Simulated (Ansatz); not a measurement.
Species: BCl, charge 1, doublet. BCl+ (parent SMILES [B]Cl, doublet).
B3LYP-D3(BJ)/def2-TZVP minimum from Ansatz (a quantum-chemistry and plane-wave program):
```xyz
2

B      0.0000     0.0000    -1.2365
Cl     0.0000     0.0000     0.3637
```
Charge +1, spin multiplicity 2.

Total energies in cc-pV(T+d)Z, 9 correlated electrons, 6 frozen orbitals. UHF or UKS for unpaired electrons; spin-orbit terms are left out. Cores are frozen in correlated methods. No relativity.

| method | program | energy (Eh) | minus CCSDT(Q) (mEh) |
|---|---|---|---|
| HF | Ansatz | -483.83568 | 263.41 |
| MP2 | Ansatz | -484.06418 | 34.91 |
| CCSD | Ansatz | -484.08432 | 14.77 |
| CCSD(T) | Ansatz | -484.09732 | 1.76 |
| CCSDT(Q) | Ansatz | -484.09908 | 0.00 |

Rough core times of Ansatz's runs on a shared machine: CCSD(T) under 20 s, CCSDT(Q) 2 min.
